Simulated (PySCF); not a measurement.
```xyz
4
charge 0 multiplicity 5, angstrom
Ir    0.0000    0.0000   -0.1091
F     0.0000    0.0000    1.8394
F     1.8390    0.0000   -0.3827
F    -1.8390    0.0000   -0.3827
```

Computed with UPBE0/[Ir def2-SVP with ECP60, F def2-SVP], scalar-relativistic core potentials, density fitting, no spin–orbit coupling, PySCF.

This geometry of IrF₃ is a stationary point at this level.

Task: What is the point group?

Result: C2v.

Task: Is it a minimum?

Result: Yes: all harmonic wavenumbers are real.

Task: What are the dipole moment and the gap between the highest occupied and lowest empty levels of either spin?

Result: 1.71 D and 2.66 eV.

Task: Give the atomic charges and bond orders.

Result: 
```json
{"atom": "Ir1", "Mulliken": "1.05", "Löwdin": "0.52", "polar tensor": "1.51", "spin (Mulliken)": "3.07", "Mayer order to Ir1": "–"}
{"atom": "F2", "Mulliken": "-0.34", "Löwdin": "-0.19", "polar tensor": "-0.50", "spin (Mulliken)": "0.44", "Mayer order to Ir1": "0.97"}
{"atom": "F3,4", "Mulliken": "-0.36", "Löwdin": "-0.16", "polar tensor": "-0.50", "spin (Mulliken)": "0.25", "Mayer order to Ir1": "0.99"}
```

Only a few start shapes were tried, so a lower isomer may exist. Other spin states or occupations of the open shell can lie lower. At this level a triplet minimum of C2v symmetry lies 68 kJ/mol below this structure. No spin–orbit coupling is included, which matters more the heavier the element.
